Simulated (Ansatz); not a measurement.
`C[O][Mo](=[NH])(=[NH])[F]`, relaxed with RKS PBE0-D4/def2-TZVP in Ansatz from a GFN2-xTB geometry. The force threshold is 0.005 eV/Å; the program also tests the step.

Total charge 0; spin multiplicity 1. Mo takes the def2 core potential.

Start:

```xyz
11

C     0.314   -0.546    1.991
O    -0.028    0.080    0.801
Mo   -0.327    0.579   -0.862
N     1.163    0.830   -1.716
N    -1.334   -0.564   -1.694
F    -1.226    2.188   -0.866
H     1.314   -0.999    1.895
H     0.332    0.187    2.809
H    -0.418   -1.332    2.229
H     1.983    0.840   -2.309
H    -1.774   -1.263   -2.279
```

```
         step  energy (eV)  largest force (eV/Å)  largest move (Å)
            1  -10715.0076                 2.953             0.000
            2  -10715.1551                 0.648             0.074
            3  -10715.2121                 0.290             0.098
            4  -10715.2596                 0.628             0.160
            5  -10715.2890                 0.388             0.083
            6  -10715.3138                 0.181             0.128
            7  -10715.3189                 0.208             0.129
            8  -10715.3214                 0.089             0.016
            9  -10715.3219                 0.032             0.015
           10  -10715.3219                 0.059             0.012
           11  -10715.3220                 0.019             0.005
           13  -10715.3221                 0.004             0.005
15 (rejected)  -10715.3180                 0.258             0.142
17 (rejected)  -10715.3221                 0.135             0.098
           19  -10715.3231                 0.071             0.049
           21  -10715.3254                 0.139             0.057
           23  -10715.3295                 0.181             0.044
           25  -10715.3344                 0.208             0.068
           27  -10715.3371                 0.070             0.062
           29  -10715.3372                 0.033             0.014
           31  -10715.3373                 0.006             0.002
           32  -10715.3373                 0.004             0.004
```

End:

```xyz
11

C     0.227   -0.559    1.885
O     0.370    0.469    0.941
Mo   -0.248    0.749   -0.791
N     1.107    0.919   -1.837
N    -1.158   -0.642   -1.251
F    -1.333    2.263   -0.929
H     1.154   -1.137    1.944
H     0.030   -0.112    2.863
H    -0.599   -1.228    1.624
H     1.753    0.710   -2.584
H    -1.302   -1.432   -1.865
```

It took 2.8 min on 4 threads of an Arm Neoverse V1 on a shared host, with 0.64 GiB of host memory at the peak.
